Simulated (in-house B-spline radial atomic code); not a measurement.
# Response and correlation of Mo6+

Closed shell [Ar] 3d10 4s2 4p6. Computed with an all-electron radial atomic-structure program (B-spline basis): Dirac-Hartree-Fock, relativistic RPA (time-dependent Dirac-Hartree-Fock) for the response and second-order many-body perturbation theory for correlation, no-pair Dirac-Coulomb Hamiltonian, finite nucleus.

Command:
```bash
python run_mb.py task.json out
```
Settings (nuclear radius in fm, box in bohr, cutoff in hartree):
```
basis_form          2
Z                   42
core_configuration  [Ar] 3d10 4s2 4p6
rms_radius          4.4091
mass_number         98
speed_of_light      137.036
box_radius          9.487
lmax                7
intervals           62
virtual_cutoff      44100.0
```

Cost of the run: 10 s on 1 thread of Intel(R) Xeon(R) Platinum 8259CL CPU @ 2.50GHz, on a shared host.

```csv
"multipole (bohr³, bohr⁵, bohr⁷)",uncoupled,coupled RPA
dipole,2.0021,1.7889
quadrupole,2.2395,?
octupole,6.2165,7.7909
```

(1) What is the coupled quadrupole polarisability?

(2) Which subshells carry the dipole polarisability?

(3) What does the dipole shielding factor come to?

Dipole polarisability at imaginary frequency:

```tsv
u (Eh)	α(iu) (bohr³)
0	1.789
0.926	1.467
2.78	0.6339
5.56	0.251
9.26	0.1227
18.5	0.04632
37	0.01583
92.6	0.003225
```

(4) What dispersion coefficients follow for two such ions (the dispersion part alone)?

Lowest J = 1 odd-parity excitations:

```
energy (eV)  oscillator strength  leading channel  weight
     37.352              0.00263     4p3/2 → d3/2    0.68
     42.474               0.0788     4p1/2 → d3/2   0.484
     51.768                 5.56     4p3/2 → d5/2   0.486
      59.83                0.302     4p3/2 → s1/2   0.968
     62.588                0.249     4p1/2 → s1/2   0.966
     81.496             0.000947     4p3/2 → d3/2     0.7
      82.99               0.0199     4p3/2 → d5/2   0.693
     85.626               0.0235     4p1/2 → d3/2   0.964
```

Second-order correlation energy by the highest angular momentum of the excited pair (hartree): s -0.02315, p -0.2094, d -0.6992, f -0.6527, g -0.2161, h -0.09137, i -0.04158, k -0.02109.

(5) What is the second-order correlation energy at the partial-wave limit?

## Answers

(1) 2.5161 atomic units, +12 % against the uncoupled value.

(2) 4p3/2 67.9 %, 4p1/2 30.1 %, 4s1/2 1.2 %.

(3) The dipole shielding factor is 0.857, against the exact N/Z = 36/42 = 0.857 of the non-relativistic theorem.

(4) C6 = (3/π)∫α(iu)²du = 4.98 hartree·bohr⁶ and C8 = 41.32 hartree·bohr⁸.

(5) The listed waves sum to -1.9545 hartree; extrapolating the increments as (l + 1/2)⁻⁴ gives -1.9976 hartree, -1.51 eV per electron.
